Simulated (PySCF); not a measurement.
# UHF on Bi⁺ (bismuth, charge +1)

Configuration: [Xe] 4f14 5d10 6s2 6p2, high-spin 3P determinant. Calculation: PySCF 2.14, in aug-cc-pV5Z-PP with ECP60MDF; a scalar-relativistic core potential.

```
Total energy                                                  : -213.293127 hartree
One-electron energy                                           : -366.0336 hartree
Hartree (Coulomb) energy                                      : 168.6527 hartree
Exchange energy                                               : -15.9123 hartree
⟨S²⟩                                                          : 2.0084
⟨L²⟩                                                          : 2.019
Sum of ⟨r⟩                                                    : 29.95 bohr
Sum of ⟨r²⟩                                                   : 53.71 bohr²
Traceless quadrupole moment −½Σ⟨3z² − r²⟩ along its main axis : 3.61 e·bohr²
Time after the integrals                                      : roughly 6 core-seconds
```

```
shell  electrons  mean orbital energy (hartree)  spread (hartree)  rms radius, mean of both spins (bohr)
 5s α          1                       -6.99181                 0                                  0.899
 5s β          1                       -6.98169                 0                                  0.899
 5p α          3                       -4.56659           0.00576                                   1.02
 5p β          3                       -4.55912           0.02017                                   1.02
 5d α          5                       -1.61994           0.01433                                   1.32
 5d β          5                       -1.60890           0.02547                                   1.32
 6s α          1                       -1.02687                 0                                   2.32
 6s β          1                       -0.87891                 0                                   2.32
 6p α          2                       -0.57604                 0                                   2.98
```

Energies and moments cover only the electrons outside the core potential. Spin-orbit coupling is strong in this species (close to jj coupling), so the high-spin LS determinant is a model state, not a physical level.
